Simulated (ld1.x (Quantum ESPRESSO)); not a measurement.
## Which change was made? (Cd, RRKJ)

cadmium (Cd), norm-conserving RRKJ (Kleinman–Bylander form), made with ld1.x (Quantum ESPRESSO) 7.5 (PBEsol, scalar-relativistic). Core [Ar] 3d10, reference 4s2 4p6 4d10 5s2 5p0. Waves: 4s (bound): rc 1.25 bohr; 4d (bound): rc 1.65 bohr; 4p (bound): rc 0.90 bohr. Local part: the p channel. Core correction: none.

Occupied shells without a wave of their own: 5s. They enter only through the test configuration that unscreens the potential.

Cutoffs, loose and tight: the cutoffs (Ry, on a coarse ladder) from which the occupation-weighted sum of valence levels, in a spherical-Bessel basis at the reference potential, stays within 10 and 1 mRy of its value at 400 Ry. They do not see the model core or the augmentation charge, which bear on the density cutoff. Test errors are all-electron minus pseudo excitation energies from the reference, over the configurations 4s2 4p6 4d10 5s1 5p0; 4s2 4p6 4d10 5s0 5p0; 4s2 4p6 4d9 5s0 5p0; 4s2 4p6 4d10 5s1 5p1; 4s2 4p6 4d10 5s1.5 5p0; 4s2 4p6 4d9 5s2 5p0; 4s1 4p6 4d10 5s2 5p0; variants that change the core or the reference have their own tests.

The base gives: outcome: generated; cutoff, loose: 160 Ry; cutoff, tight: 230 Ry; bound ghosts: none; largest test error (meV): -698.

Problem. After one change the result is: outcome: generated, misses its reference levels by 0.18 eV; cutoff, loose: over 300 Ry; cutoff, tight: over 300 Ry; bound ghosts: none; largest test error (meV): -836. Which change was it?
A. wave 4p (bound): rc 0.90 bohr becomes 4p (bound): rc 0.64 bohr
B. wave 4p (bound): rc 0.90 bohr becomes 4p (bound): rc 0.78 bohr
C. wave 4p (bound): rc 0.90 bohr becomes 4p (bound): rc 1.26 bohr

Solution. B. The others give: wave 4p (bound): rc 0.90 bohr becomes 4p (bound): rc 0.64 bohr → outcome: generated, misses its reference levels by 0.49 eV; bound ghosts: s; largest test error (meV): -2293 | wave 4p (bound): rc 0.90 bohr becomes 4p (bound): rc 1.26 bohr → outcome: generated, misses its reference levels by 0.23 eV; cutoff, loose: 90 Ry; cutoff, tight: 160 Ry; bound ghosts: none; largest test error (meV): -1057.
